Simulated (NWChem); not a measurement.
C2H7FSi; SMILES C[SiH](C)F

Results from NWChem. Coordinates come from a PBE0/def2-SVP optimisation.

Q: Taking TPSS/pcseg-2 as the yardstick, which of these has the fewest basis functions while keeping “dipole (D)” within 0.05 D of it: TPSS/def2-SVP; TPSS/pcseg-1; TPSS/aug-pcseg-1; TPSS/STO-3G?

A: TPSS/aug-pcseg-1.
```json
[
 {"level": "TPSS/STO-3G", "basis functions": "31", "dipole (D)": "0.68"},
 {"level": "TPSS/pcseg-1", "basis functions": "95", "dipole (D)": "2.01"},
 {"level": "TPSS/def2-SVP", "basis functions": "95", "dipole (D)": "1.78"},
 {"level": "TPSS/aug-pcseg-1", "basis functions": "159", "dipole (D)": "1.88"},
 {"level": "TPSS/pcseg-2", "basis functions": "222", "dipole (D)": "1.90"}
]
```

The yardstick is one finite set, not the basis-set limit.
